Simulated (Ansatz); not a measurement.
`[CH3][GeH2][SiH2]Cl`. Charge 0, multiplicity 1. Correlated methods include outer-core shells of Ge, which these sets cover unevenly. Scalar relativity is left out up to krypton.

```csv
atom,x (Å),y (Å),z (Å)
C1,-1.191,1.275,-0.313
Ge2,-0.414,-0.480,-0.689
Si3,1.497,-0.838,0.684
Cl4,0.953,-0.496,2.650
H5,-2.095,1.420,-0.906
H6,-0.479,2.064,-0.557
H7,-1.447,1.347,0.744
H8,0.001,-0.582,-2.171
H9,-1.443,-1.591,-0.405
H10,2.021,-2.225,0.600
H11,2.597,0.107,0.363
```

Q: Give the diagnostics of a CCSD(T)/def2-TZVPP run (frozen core, Ansatz 0.2.0). (Estimate.)

A: The calculation gave: T1 = 0.0105, largest single amplitude 0.011, largest double 0.019, (T) share of the correlation energy 3.7 %, 8 CCSD cycles. The RHF solution is stable towards an unrestricted one. T1 lies under the customary mark of 0.02 for closed shells.
